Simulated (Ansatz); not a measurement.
Pulling on the Sn1–F2 bond in FH3Sn (SMILES [F][SnH3]) (multiplicity 1 held, fragments rigid). Energies count from the point at 1.941 Å.
Geometry at that point (charge 0, multiplicity 1):
```tsv
atom	x (Å)	y (Å)	z (Å)
Sn	-0.2352	-0.0722	-0.0867
F	1.5144	0.4647	0.5585
H	0.0898	-1.1822	-1.3396
H	-0.9606	1.3760	-0.6196
H	-0.9995	-0.7677	1.2696
```

R- and RO- levels are restricted; in cc, def2 and unpolarised 6-31G sets they are followed outwards from rest. Unrestricted levels (U-) break spin symmetry where that is lower. Levels need not reach the same state.

Frozen-core correlation. Filled d and f shells under p-block atoms count as core.

Run with Ansatz (Gaussian orbitals).  In def2 rows elements past Kr take small-core potentials, without spin–orbit coupling.

Energies in kcal/mol.

```
R (Å)  R-B3LYP/def2-TZVPP  R-wB97X-V/def2-TZVPP  R-MP2/def2-TZVPP  U-CCSD/def2-TZVPP  U-CCSD(T)/def2-TZVPP
-----  ------------------  --------------------  ----------------  -----------------  --------------------
1.552                79.9                  77.2              81.0               79.3                  80.3
1.746                13.5                  12.0              13.2               12.4            (withheld)
1.941                 0.0                   0.0               0.0                0.0                   0.0
2.135                 6.9                   8.4               8.0                8.6                   8.2
2.329                20.7                  23.7              23.3               24.3                  23.4
2.620                43.4                  48.5              48.4               49.7            (withheld)
2.911                63.6                  70.9              71.4               73.3                  72.8
3.396                88.8                 100.1             102.2              100.8                 101.4
3.881               105.3                 121.1             125.3              112.2                 114.4
4.463               117.4                 138.4             145.3              115.0                 117.5
5.239               126.1                 152.8             161.9              115.5                 118.0
6.210               131.5                 163.3             170.3              115.5            (withheld)
```

Question: Complete the blanks.

Answer: 
- 1.746, U-CCSD(T)/def2-TZVPP: 12.9
- 2.620, U-CCSD(T)/def2-TZVPP: 48.0
- 6.210, U-CCSD(T)/def2-TZVPP: 118.1

Doubts at one or more of the structures used: a restricted determinant that unrestricted orbitals would lower (R-B3LYP/def2-TZVPP, R-wB97X-V/def2-TZVPP, R-MP2/def2-TZVPP); a spin-contaminated determinant (U-CCSD/def2-TZVPP, U-CCSD(T)/def2-TZVPP); T1 above 0.05 (U-CCSD/def2-TZVPP, U-CCSD(T)/def2-TZVPP).

Ansatz is an electronic-structure program.
